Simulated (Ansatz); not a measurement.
Geometry optimisation, Ansatz 0.2.0, RKS r2SCAN/def2-SVP.

input.yaml

```yaml
crystal:
  periodic: [false, false, false]
  atoms:
    - { symbol: C, position_ang: [-1.0414, 0.4156, 1.1301] }
    - { symbol: C, position_ang: [0.334, 0.3003, 0.6165] }
    - { symbol: C, position_ang: [0.398, -0.7633, -0.4485] }
    - { symbol: C, position_ang: [0.8228, -0.6004, -1.7295] }
    - { symbol: Br, position_ang: [1.19829, -1.89695, -2.96469] }
    - { symbol: H, position_ang: [-1.1336, 1.2403, 1.8999] }
    - { symbol: H, position_ang: [-1.7343, 0.7689, 0.3127] }
    - { symbol: H, position_ang: [-1.4303, -0.4594, 1.5336] }
    - { symbol: H, position_ang: [0.9901, 0.0385, 1.4973] }
    - { symbol: H, position_ang: [0.7019, 1.2724, 0.2811] }
    - { symbol: H, position_ang: [0.211, -1.7756, -0.0674] }
    - { symbol: H, position_ang: [1.15091, 0.37791, -2.02811] }
basis:
  gaussian: { orbitals: def2-SVP }
hamiltonian:
  xc: r2scan
relax:
  f_tol: 0.015
  max_steps: 40
```

Command:

```bash
$ ansatz run input.yaml --threads 2 --pin off --max-ram 3072MiB --backend cpu --events-out ev --progress --plain --runs-dir out
```

Question: Where does it end, and by what steps?

Answer: The forces met the threshold. After 7 steps the energy has fallen by 0.361 eV; C4 moved furthest, 0.13 Å.

```
step  energy less start (eV)  largest force component (eV/Å)  accepted
   0                  0.0000                           3.847       yes
   1                 -0.2332                           1.086       yes
   2                 -0.3126                           0.441       yes
   3                 -0.3525                           0.291       yes
   4                 -0.3510                           0.632        no
   5                 -0.3594                           0.166       yes
   6                 -0.3613                           0.035       yes
   7                 -0.3614                           0.006       yes
```

```xyz
12
Properties=species:S:1:pos:R:3
C -1.090 0.453 1.132
C 0.343 0.303 0.617
C 0.478 -0.778 -0.415
C 0.917 -0.560 -1.657
Br 1.082 -1.922 -2.959
H -1.149 1.229 1.911
H -1.776 0.733 0.317
H -1.457 -0.490 1.568
H 1.008 0.063 1.468
H 0.703 1.260 0.202
H 0.183 -1.794 -0.120
H 1.225 0.422 -2.030
```

Whether the end is a true minimum wasn't checked by a vibrational analysis.

The run took 44 s on 2 threads of Arm Neoverse V1 (shared host), peak memory 0.19 GiB.
